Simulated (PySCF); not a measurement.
**How methods differ on the ionisation energy of Bi⁷⁰⁺**

Bi⁷⁰⁺ [Ne] 3s2 3p1 (2P) → Bi⁷¹⁺ [Ne] 3s2 (1S), as a difference of total energies. Computed with PySCF 2.14 in an even-tempered Gaussian basis (17 s from 21 bohr⁻², ratio 2.5; 12 p from 28 bohr⁻², ratio 2.5; 4 d from 110 bohr⁻², ratio 2.7; 4 f from 160 bohr⁻², ratio 2.7), with scalar relativity by spin-free X2C-1e. Correlated levels: outer shells: 1s2 frozen; virtual orbitals above 40 to 60 times the deepest correlated orbital energy dropped. The calculations carry no spin-orbit coupling.

```
                method  ionisation energy (eV)
                   UHF                  8508.3
    MP2 (outer shells)                  8509.0
SCS-MP2 (outer shells)                  8508.9
   CCSD (outer shells)                  8509.0
CCSD(T) (outer shells)                  8509.0
```

A first-order spin-orbit estimate (lowest level to lowest level, LS coupling) adds 382.2 eV.

Breit and QED terms and the two-electron picture change are absent.

First order in ζ underestimates the shift of j = l − 1/2 levels at high Z.

For comparison: 8950 ± 60 eV (theoretical estimate listed by NIST; NIST Atomic Spectra Database, ionization energies).
